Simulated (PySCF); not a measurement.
Working out the ionisation energy of Kr⁺

Kr⁺ [Ar] 3d10 4s2 4p5 (2P) → Kr²⁺ [Ar] 3d10 4s2 4p4 (3P). All numbers are calculated (PySCF 2.14, the non-relativistic Hamiltonian (point nucleus), in def2-TZVPPD). Frozen: [Ar] 3d10. Energies in hartree (1 hartree = 27.21139 eV):

```tsv
part	Kr⁺ (lower)	Kr²⁺ (upper)
UHF	-2751.522171	-2750.668328
CCSD correlation	-0.158633	-0.128497
(T)	-0.004164	-0.003099
```

**Question.** What does Hartree-Fock give?

**Answer.** (-2750.668328) − (-2751.522171) = 0.853843 hartree = 23.234 eV.

**Question.** What do CCSD and CCSD(T) give?

**Answer.** The CCSD correlation energies differ by 0.030136 hartree = 0.820 eV and the triples by 0.001065 hartree = 0.029 eV, so CCSD gives 24.054 eV and CCSD(T) 24.083 eV.

A first-order spin-orbit estimate adds -0.022 eV to CCSD(T) (valence), giving 24.061 eV against 24.360 eV (measured; NIST Atomic Spectra Database, ionization energies).

The calculation is non-relativistic.

What remains against the reference includes basis incompleteness, the frozen core and higher excitations.
